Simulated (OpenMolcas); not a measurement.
Se+: from CASSCF to CASPT2

```
Program             : OpenMolcas 26.06
Basis               : ANO-R2 [6s6p4d3f1g]
Scalar Hamiltonian  : X2C, finite nucleus
Active space        : 3 electrons in 3 orbitals (4p)
State averaging     : 2S+1 = 4 odd, 1 root; 2S+1 = 2 odd, 8 roots
Spin-orbit coupling : state interaction with AMFI integrals over the reference wave functions, term energies averaged over their components
```

Methods on the same reference wave functions:
A. CASSCF
B. SS-CASPT2, IPEA 0.25 Eh, imaginary shift 0.1 Eh (closed shells correlated: 3d 4s)

Energies in cm⁻¹ above 4s² 4p³ ⁴S°_3/2, the measured ground level; measured values from NIST Handbook of Basic Atomic Spectroscopic Data.

```
          Level      A      B  Measured
4s² 4p³ ⁴S°_3/2    0.0    0.0       0.0
4s² 4p³ ²D°_3/2  17499  14140     13168
4s² 4p³ ²D°_5/2  17903  14600     13784
4s² 4p³ ²P°_1/2  29586  24660     23038
4s² 4p³ ²P°_3/2  30126  25280     23895
```

Deviations, from unrounded energies. A percentage is the sum of absolute deviations over the sum of measured energies, with the sign that they share, or ± where signs differ.

```json
{"Against measurement": "mean absolute deviation (cm-1)", "Levels": "4", "A": "5300", "B": "1200"}
{"Against measurement": "other terms of the ground configuration (%)", "Levels": "4", "A": "+28.7", "B": "+6.5"}
```

B lies closest to measurement on these levels. The largest miss of B in the table is 4s² 4p³ ²P°_1/2, by +1600 cm-1. The ranking rests on the paired levels alone, and a cruder setting can come out closer through cancelling errors.

From A to B the spin-free energies of the other terms of 4s² 4p³ shown, above ⁴S°, scale by factors of 0.81 to 0.83.

The lowest spin-free term lies below A's lowest term by 0.551 hartree in B.

CASPT2 does not keep the components of a term degenerate, so their means are used; among the terms shown or strongly mixed into the levels shown the widest spread is 180 cm-1 (4s² 4p³ ²D°, B). With the s shell closed, the reference lacks s² → p² mixing. Without dynamic correlation excited terms often stand tens of per cent too high (terms of higher spin than the ground term too low), and those without a measured partner can miss by more than the paired ones (holds for A). Computed and measured levels are paired by configuration, term and J; levels that our copy of the source lacks, or whose pairing is in doubt (as where it misses far off the trend of its configuration), stay unpaired and out of the deviations. Levels of configurations outside the active space are missing.

° marks odd parity.
